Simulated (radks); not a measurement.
Q: Nb4+, 37 electrons, occupied as [Kr] 4d1 (the NIST ground configuration). Calculated with a radial shooting solver on a logarithmic mesh with Libxc functionals: scalar-relativistic Kohn-Sham, BLYP, spin-polarised, spherical densities, point nucleus; open shells are filled with parallel spins first (spin-orbit coupling, left out, can overturn this in heavy ions). Some entries of the table are withheld. Estimate them.

orbital,occ.,eigenvalue (eV),<r^2> (bohr^2)
1s down,1,-18859.13,0.001757
1s up,1,-18859.13,0.001757
2s up,1,-2678.708,0.02944
2s down,1,-2678.574,0.02944
2p up,3,-2397.176,0.02318
2p down,3,-2397.077,0.02318
3s up,1,-485.5579,0.2252
3s down,1,-485.4844,0.2252
3p up,3,-393.5778,0.2314
3p down,3,-393.4956,0.2314
3d up,5,(1),0.2258
3d down,5,(2),0.2256
4s up,1,(3),1.458
4s down,1,(4),1.453
4p up,3,-78.9558,1.786
4p down,3,-78.0959,1.781
4d up,1,-43.7307,3.024
4d down,0,-42.8388,3.059

A: 
(1) 3d up eigenvalue (eV): -243.2171
(2) 3d down eigenvalue (eV): -243.0907
(3) 4s up eigenvalue (eV): -103.6198
(4) 4s down eigenvalue (eV): -102.8375
